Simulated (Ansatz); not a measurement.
A run on AlFH$_{2}$SeSiZn, SMILES `[F][Al]1[Zn][SiH2][Se]1` with other settings.

```yaml
crystal:
  periodic: [false, false, false]
  atoms:
    - {symbol: F, position_ang: [0.420208, -3.109811, 1.797113]}
    - {symbol: Al, position_ang: [0.586411, -1.738996, 0.894909]}
    - {symbol: Zn, position_ang: [1.753265, -0.084902, -0.492737]}
    - {symbol: Si, position_ang: [-0.213040, 1.278053, -0.725392]}
    - {symbol: Se, position_ang: [-1.279750, -0.300847, 0.579578]}
    - {symbol: H, position_ang: [-0.325549, 2.590503, -0.033944]}
    - {symbol: H, position_ang: [-0.941534, 1.366001, -2.019527]}
basis:
  gaussian: {orbitals: def2-TZVPP}
hamiltonian: {xc: {name: B3LYP}}
accuracy: high
output: {forces: true}
```

```sh
$ ansatz run in.yaml --threads 4 --pin off --events-out ev --progress --plain --max-ram 10444MiB
```

It prints (some lines left out):

```
Functional definition: B3LYP
4167 factors; integrals over basis functions are off by at most 2.6e-8 eV
mean field evaluation 1: about -130996.5460 eV, gradient 5.8e1 eV
mean field evaluation 2: about -130975.3293 eV, gradient 1.3e2 eV
mean field evaluation 4: about -131001.8258 eV, gradient 8.2e0 eV
mean field evaluation 8: about -131002.1717 eV, gradient 5.6e-1 eV
mean field evaluation 16: about -131002.1722 eV, gradient 5.2e-4 eV
mean field -131002.17215650 eV, -4814.2410302900 hartree, gradient 3.4e-8 eV, S^2 0.000000; 0 other end points of the search recorded, 0 dependent functions left out
reference -131002.17219777 eV, -4814.2410318066 hartree; 51, 51 occupied and 204, 204 virtual orbitals, 4167 factors
Total energy: -131002.17219777 eV, -4814.2410318066 hartree
Atom 0 at     0.420208    -3.109811     1.797113 Å, force    -0.008873    -0.160630     0.102556 eV/Å
Atom 1 at     0.586411    -1.738996     0.894909 Å, force     0.082797    -0.005075    -0.024316 eV/Å
Atom 2 at     1.753265    -0.084902    -0.492737 Å, force     0.188692    -0.016105    -0.047492 eV/Å
Atom 3 at    -0.213040     1.278053    -0.725392 Å, force    -0.085976     0.289762    -0.152102 eV/Å
Atom 4 at    -1.279750    -0.300847     0.579578 Å, force    -0.234551    -0.053574     0.106415 eV/Å
Atom 5 at    -0.325549     2.590503    -0.033944 Å, force     0.010548    -0.063352    -0.052164 eV/Å
Atom 6 at    -0.941534     1.366001    -2.019527 Å, force     0.047363     0.008974     0.067102 eV/Å
Dipole moment:     0.581534     0.249634    -0.335213 e Å
```

It took 29 s on 4 threads of an Arm Neoverse V2 on a shared host, with 1.9 GiB of host memory at the peak.
